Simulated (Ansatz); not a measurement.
The first iterations of a band of C3H9BSi (14 atoms, charge 0, multiplicity 1).

Method: RKS PBE/cc-pVDZ in Ansatz.

```
movable images  : 5
climbing image  : from the first iteration
spring          : 5.0 eV/Å²
optimiser       : lbfgs
start path      : through a guess of the saddle point
force threshold : 0.05 eV/Å
iteration limit : 60
end points      : relaxed
```

Initial state:

```xyz
14
Properties=species:S:1:pos:R:3
B 0.078 1.546 1.255
C -0.172 0.044 0.958
C -1.030 -0.630 1.778
Si 0.669 -0.831 -0.508
C 0.188 -0.025 -2.159
H 0.810 2.228 0.560
H -0.477 2.065 2.209
H -1.275 -1.700 1.647
H -1.525 -0.118 2.624
H 0.274 -2.294 -0.502
H 2.170 -0.745 -0.333
H 0.721 -0.513 -3.000
H -0.903 -0.109 -2.341
H 0.458 1.051 -2.159
```

Final state:

```xyz
14
Properties=species:S:1:pos:R:3
B -0.898 1.321 2.421
C -0.448 0.794 1.039
C -0.055 -0.503 0.856
Si 0.515 -1.282 -0.779
C 0.508 -0.039 -2.206
H -0.438 1.463 0.157
H -1.254 2.474 2.582
H -0.072 -1.158 1.751
H -0.897 0.556 3.369
H -0.400 -2.451 -1.079
H 1.902 -1.850 -0.565
H 0.842 -0.529 -3.143
H -0.510 0.367 -2.375
H 1.192 0.809 -1.999
```

| iteration | highest image above the first end (eV) | largest band force component (eV/Å) |
| --- | --- | --- |
| 1 | 12.964 | 31.218 |
| 2 | 10.137 | 14.360 |
| 3 | 8.507 | 5.470 |
| 4 | 7.693 | 3.293 |
| 5 | 7.003 | 3.260 |
| 6 | 7.005 | 3.672 |
| 7 | 6.350 | 3.434 |
| 8 | 5.521 | 5.363 |
| 9 | 5.391 | 7.698 |
| 10 | 5.644 | 9.315 |
| 11 | 5.396 | 11.169 |
| 12 | 5.893 | 10.804 |
| 13 | 4.774 | 4.241 |
| 14 | 4.513 | 5.221 |
| 15 | 4.499 | 5.296 |
| 16 | 4.477 | 8.747 |
| 17 | 4.939 | 10.015 |
| 18 | 4.859 | 13.733 |
| 19 | 3.970 | 1.962 |
| 20 | 3.912 | 1.351 |

Does the band converge within its limit, and where does its top end?

It did not converge within its limit. It ended after 60 iterations with the highest image 4.204 eV above the first end. The band didn't meet its force threshold, so its energies are provisional: the largest band force was still 2.01 eV/Å, and over the last iterations the top moved between 4.20 and 4.22 eV. Neighbouring images lie up to 1.8 Å apart, so the band is torn or far too coarse. The orbitals stay closed-shell, which can raise the energy where a bond breaks towards radicals; this wasn't checked here.

Run time: 20 min on 2 threads of Arm Neoverse N1, on a shared host, peak memory 0.17 GiB.
